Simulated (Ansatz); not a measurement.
A search over several starts for the lowest SCF solution of C₂H₇BO⁺, that is BMe2(OH) with one electron fewer at the given spin, in a small basis.

```yaml
crystal:
  periodic: [false, false, false]
  atoms:
    - {symbol: B, position_ang: [-0.114737, -0.382583, 0.036282]}
    - {symbol: C, position_ang: [1.452075, -0.338501, -0.112805]}
    - {symbol: H, position_ang: [1.769018, 0.315728, -0.941121]}
    - {symbol: H, position_ang: [1.893839, -1.335358, -0.253389]}
    - {symbol: H, position_ang: [1.890855, 0.100271, 0.800933]}
    - {symbol: C, position_ang: [-0.989115, 0.935665, 0.016579]}
    - {symbol: H, position_ang: [-2.054495, 0.789094, 0.258847]}
    - {symbol: H, position_ang: [-0.935686, 1.394916, -0.986043]}
    - {symbol: H, position_ang: [-0.581234, 1.688825, 0.710716]}
    - {symbol: O, position_ang: [-0.687071, -1.608246, 0.184751]}
    - {symbol: H, position_ang: [-1.643459, -1.559821, 0.285251]}
basis:
  gaussian: {orbitals: def2-SVP}
total_charge: 1
magnetization: {spin_polarized: true, initial_magnetization: 1}
hamiltonian: {xc: pbe0, dispersion: d4}
output: {orbitals: {seedname: orbitals}}
```

```sh
$ ansatz run in.yaml --threads 4 --pin off --events-out ev --progress --plain --max-ram 3916MiB
```

Output, abridged:

```
Functional definition: PBE0
1019 factors; their error is unknown
mean field evaluation 1: about -4881.7313 eV, gradient 5.3e1 eV
mean field evaluation 2: about -4868.9391 eV, gradient 7.7e1 eV
mean field evaluation 4: about -4893.4813 eV, gradient 1.7e0 eV
mean field evaluation 8: about -4893.5012 eV, gradient 1.1e-1 eV
mean field evaluation 16: about -4893.4992 eV, gradient 4.6e-4 eV
mean field -4893.49921749 eV, -179.8327793098 hartree, gradient 5.0e-5 eV, S^2 0.754367; 2 other end points of the search recorded, 0 dependent functions left out
reference -4893.49924020 eV, -179.8327801445 hartree; 16, 15 occupied and 75, 76 virtual orbitals, 1019 factors
Total energy: -4893.60722471 eV, -179.8367485020 hartree
```

It took 1.1 s on 4 threads of Arm Neoverse V2 on a shared host.
